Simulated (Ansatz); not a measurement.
Here is a job for Ansatz (a program for electronic structure).
Ansatz 0.2 input:
```yaml
crystal:
  periodic: [false, false, false]
  atoms:
    - {symbol: O, position_ang: [-0.59065691, -0.01900468, 0.25930853]}
    - {symbol: O, position_ang: [0.59065691, 0.01900468, -0.25930853]}
    - {symbol: H, position_ang: [-1.28947104, -0.03417302, -0.46351846]}
    - {symbol: H, position_ang: [1.28947104, 0.03417302, 0.46351846]}
basis:
  gaussian:
    orbitals: cc-pVTZ
total_charge: 1
magnetization: {spin_polarized: true, initial_magnetization: 1}
correlation: {method: rpa}
```

### Question
Estimate the total energy that RPA/cc-pVTZ (Ansatz) returns for this input.

### Answer
-151.0192 Eh

### Question
What SCF-reference <S^2> does RPA/cc-pVTZ give?

### Answer
0.770

### Question
Predict the number of basis functions from RPA/cc-pVTZ.

### Answer
88
